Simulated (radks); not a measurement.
Results of a calculation; reference values are marked as such.
Q: Ar12+, configuration [He] 2s2 2p2. Code: a radial shooting solver on a logarithmic mesh with Libxc functionals. Model: scalar-relativistic Kohn-Sham, PBE, spin-polarised, spherical densities, finite nucleus; open shells are filled with parallel spins first; Fermi nuclear charge, rms radius 3.4274 fm. Some entries of the table are withheld. Estimate them.

orbital  occ.  eigenvalue (hartree)  <r^2> (bohr^2)  <r> (bohr)
1s up       1             -133.6074        0.009803     0.08542
1s down     1             -133.3477        0.009763     0.08526
2s up       1             -25.84771             (1)      0.3748
2s down     1             -25.34188             (2)      0.3779
2p up       2             -24.03839          0.1301      0.3274
2p down     0             -23.45220          0.1330      0.3308
3s up       0                   (3)          0.9459      0.9127
3s down     0                   (4)          0.9632      0.9209
3p up       0                   (5)          0.9037      0.8861
3p down     0                   (6)          0.9239      0.8957

A: 
(1) 2s up <r^2> (bohr^2): 0.1647
(2) 2s down <r^2> (bohr^2): 0.1675
(3) 3s up eigenvalue (hartree): -10.07633
(4) 3s down eigenvalue (hartree): -9.94507
(5) 3p up eigenvalue (hartree): -9.52142
(6) 3p down eigenvalue (hartree): -9.38102
